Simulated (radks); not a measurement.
Task: All-electron atom: Ba+ in [Xe] 7f1 (not the ground configuration). Calculated with a radial shooting solver on a logarithmic mesh with Libxc functionals: scalar-relativistic Kohn-Sham, PBE, spin-polarised, spherical densities, finite nucleus; open shells are filled with parallel spins first (spin-orbit coupling, left out, can overturn this in heavy ions); Fermi nuclear charge, rms radius 4.8378 fm. Some entries of the table are withheld. Estimate them.

orbital  occ.  eigenvalue (eV)  <r^2> (bohr^2)  <r> (bohr)
1s down     1        -37267.40       0.0008885     0.02558
1s up       1        -37267.40       0.0008885     0.02558
2s down     1        -5899.734         0.01421      0.1098
2s up       1        -5899.734         0.01421      0.1098
2p down     3        -5291.734         0.01129     0.09619
2p up       3        -5291.734         0.01129     0.09619
3s up       1        -1253.884         0.09739      0.2920
3s down     1        -1253.882         0.09739      0.2920
3p up       3        -1058.937         0.09745      0.2899
3p down     3        -1058.935         0.09745      0.2899
3d up       5        -775.7472         0.08388      0.2666
3d down     5        -775.7458         0.08388      0.2666
4s up       1        -254.6687          0.5123      0.6739
4s down     1        -254.6625          0.5123      0.6739
4p up       3        -191.7833          0.5821      0.7155
4p down     3        -191.7770          0.5821      0.7155
4d up       5        -100.4564          0.7439      0.8002
4d down     5        -100.4502          0.7439      0.8002
5s up       1         -44.3085             (1)       1.633
5s down     1         -44.3052             (2)       1.633
5p up       3         -29.2509           4.068       1.897
5p down     3         -29.2421           4.060       1.895
7f up       1          -1.3699           563.3       22.30

Result: 
(1) 5s up <r^2> (bohr^2): 2.994
(2) 5s down <r^2> (bohr^2): 2.993
